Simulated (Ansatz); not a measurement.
F3Sc, singlet, at a GFN2-xTB geometry (such geometries of metal compounds can be far from the true shape); Ansatz (a program for electronic structure) with BLYP/def2-SVP.

Input for Ansatz:
Ansatz 0.2 input:
```yaml
crystal:
  periodic: [false, false, false]
  atoms:
    - {symbol: Sc, position_ang: [0.00000000, -0.00000000, 0.00000000]}
    - {symbol: F, position_ang: [-1.49196408, -0.92465244, 0.06317319]}
    - {symbol: F, position_ang: [-0.00096259, 1.62400390, -0.66898447]}
    - {symbol: F, position_ang: [1.49292667, -0.69935146, 0.60581128]}
basis:
  gaussian:
    orbitals: def2-SVP
    fitting: {mean_field: def2-universal-JKFIT}
hamiltonian:
  xc: blyp
```

Output, abridged:

```
Functional definition: BLYP
495 factors; integrals over basis functions are off by at most 1.2e-1 eV
mean field evaluation 1: about -28841.1735 eV, gradient 6.8e1 eV
mean field evaluation 2: about -28712.9556 eV, gradient 3.0e2 eV
mean field evaluation 4: about -28847.8866 eV, gradient 9.8e0 eV
mean field evaluation 8: about -28848.0964 eV, gradient 7.9e-2 eV
mean field -28848.09643730 eV, -1060.1479901287 hartree, gradient 4.5e-5 eV, S^2 0.000000; 0 other end points of the search recorded, 0 dependent functions left out
reference -28848.09683556 eV, -1060.1480047646 hartree; 24, 24 occupied and 49, 49 virtual orbitals, 495 factors
Total energy: -28848.09683556 eV, -1060.1480047646 hartree
```
